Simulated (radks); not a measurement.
The numbers below are computed, except where a source is named.
These are the eigenvalues of the occupied orbitals of an atom or ion with whole-number occupations (hartree). Level of theory: scalar-relativistic Kohn-Sham, BLYP, spin-unpolarised, spherical densities, finite nucleus; Fermi nuclear charge, rms radius of each element as measured or else 0.836 A^(1/3) + 0.57 fm (a radial shooting solver on a logarithmic mesh with Libxc functionals).

orbital  eigenvalue
1s        -489.9544
2s        -64.11333
2p        -56.60763
3s         -9.14737
3p         -6.77840
3d         -2.85842
4s         -1.11268
4p         -0.63641

Which element is it, and in what charge state? The configuration may be excited.

Answer. Z = 35, bromine, charge +1: Br+ in [Ar] 3d10 4s2 4p4. The list shows which subshells hold electrons but not how many an open one holds; the 1s level, -489.95 hartree, gives Z - s = 31.3 by -(Z - s)^2/2, which with screening and relativity narrows Z to a few neighbours, and the depths of the outer levels then fix element, charge and occupations together.
